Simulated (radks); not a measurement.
The numbers below are computed, except where a source is named.
Species: La V. Configuration: [Kr] 4d10 5s2 5p5. Code: a radial shooting solver on a logarithmic mesh with Libxc functionals. Model: scalar-relativistic Kohn-Sham, BLYP, spin-polarised, spherical densities, finite nucleus; open shells are filled with parallel spins first (spin-orbit coupling, left out, can overturn this in heavy ions); Fermi nuclear charge, rms radius 4.855 fm. Some entries of the table are withheld. Estimate them.

orbital  occ.  eigenvalue (eV)  <1/r> (bohr^-1)  <r^2> (bohr^2)
1s up       1        -38792.01            62.01       0.0008537
1s down     1        -38791.94            62.01       0.0008537
2s up       1        -6207.626            14.28         0.01362
2s down     1        -6207.590            14.28         0.01362
2p up       3        -5568.349            13.55         0.01084
2p down     3        -5568.290            13.55         0.01084
3s up       1        -1357.367            5.170         0.09295
3s down     1        -1357.308            5.170         0.09294
3p up       3        -1153.214            4.900         0.09297
3p down     3        -1153.148            4.900         0.09297
3d up       5        -859.6909            4.647         0.07970
3d down     5        -859.6266            4.647         0.07970
4s up       1        -303.9479            2.153          0.4822
4s down     1        -303.8177            2.153          0.4821
4p up       3        -237.5035            1.986          0.5452
4p down     3        -237.3705            1.986          0.5449
4d up       5        -141.3381            1.727          0.6803
4d down     5        -141.1677            1.729          0.6786
5s up       1         -74.7579           0.8749           2.563
5s down     1         -73.9060           0.8765           2.562
5p up       3         -57.2212           0.7664           3.272
5p down     2         -56.3523           0.7656           3.289
4f up       0         -41.0698            1.202             (1)
4f down     0         -40.6702            1.210             (2)
6s up       0         -29.0071           0.4096             (3)
6s down     0         -28.7837           0.4065             (4)

Answer. 
(1) 4f up <r^2> (bohr^2): 1.441
(2) 4f down <r^2> (bohr^2): 1.421
(3) 6s up <r^2> (bohr^2): 11.17
(4) 6s down <r^2> (bohr^2): 11.30
